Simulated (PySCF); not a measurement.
Excitation energy of N by level of theory

N [He] 2s2 2p3 (4S) → N [He] 2s1 2p4 (4P), as a difference of total energies. Computed with PySCF 2.14 in dyall-av3z, with the spin-free X2C one-electron Hamiltonian (Gaussian nucleus). Correlated levels: valence: 1s2 frozen; virtual orbitals above 40 to 60 times the deepest correlated orbital energy dropped. The calculations carry no spin-orbit coupling.

| method | excitation energy (cm⁻¹) |
| --- | --- |
| UHF | 87878 |
| MP2 (valence) | 89288 |
| SCS-MP2 (valence) | 89459 |
| CCSD (valence) | 87951 |
| CCSD(T) (valence) | 87406 |

Errors of the correlated levels include the incompleteness of this basis and the frozen core.

The coupled-cluster amplitudes are large for the upper state (T1 above 0.03 or a double amplitude above 0.15), so a single reference is strained.

For comparison: 88132 cm⁻¹ (measured; NIST levels, between the centres of gravity of the two terms).
